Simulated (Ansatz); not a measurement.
Job for Ansatz (a program for electronic structure): R-wB97M-V/def2-TZVPP on FHSn (SMILES [F][SnH]), atoms moved off the minimum. Elements past Kr take the def2 small-core potentials; no spin–orbit coupling.

Ansatz 0.2 input:
```yaml
crystal:
  periodic: [false, false, false]
  atoms:
    - {symbol: Sn, position_ang: [-0.00668751, -0.16738027, 0.31385303]}
    - {symbol: H, position_ang: [-0.97898925, -1.02034517, -0.95858226]}
    - {symbol: F, position_ang: [0.55987475, 1.09314405, -1.16790077]}
basis:
  gaussian:
    orbitals: def2-TZVPP
hamiltonian:
  xc: {name: wB97M-V}
scf: {lower_state_search: off}
output: {forces: true}
```

Program output:

```
WARN ansatz: RAYON_NUM_THREADS=1 ignored (pool sized by the plan → 1); use --threads N
Functional definition: wB97M-V
these checks for a lower state are left out or cut short: stability, starts, cluster_reference, orbital_swaps, neighbouring_geometries, increment
integrals: 0.03 GiB planned
647 factors; their error is unknown
integrals: 0.07 GiB planned
135 factors; integrals over basis functions are off by at most 2.1e-5 eV
mean field: 0.33 GiB planned
mean field evaluation 1: about -8561.1928 eV, gradient 4.1e1 eV
mean field evaluation 2: about -8557.1844 eV, gradient 7.0e1 eV
mean field evaluation 4: about -8564.1675 eV, gradient 8.8e-1 eV
mean field evaluation 8: about -8564.2237 eV, gradient 3.9e-2 eV
mean field evaluation 16: about -8564.2237 eV, gradient 5.9e-5 eV
mean field -8564.22367844 eV, -314.7294151434 hartree, gradient 4.6e-6 eV, S^2 0.000000; 0 other end points of the search recorded, 0 dependent functions left out
the calculation of the forces begins
reference -8564.22372312 eV, -314.7294167853 hartree; 16, 16 occupied and 79, 79 virtual orbitals, 647 factors
Total energy: -8564.22372312 eV, -314.7294167853 hartree
Atom 0 at    -0.006688    -0.167380     0.313853 Å, force     0.042414     0.642916    -1.708228 eV/Å
Atom 1 at    -0.978989    -1.020345    -0.958582 Å, force     0.189272     0.057988     0.562332 eV/Å
Atom 2 at     0.559875     1.093144    -1.167901 Å, force    -0.231686    -0.700904     1.145896 eV/Å
Dipole moment:    -0.121582    -0.373273     0.617230 e Å
Checks for a lower state left out: stability, starts, cluster_reference, orbital_swaps, neighbouring_geometries, increment
```

The calculation finished and met its thresholds.

Cost: around 2.5 core-seconds (rough).
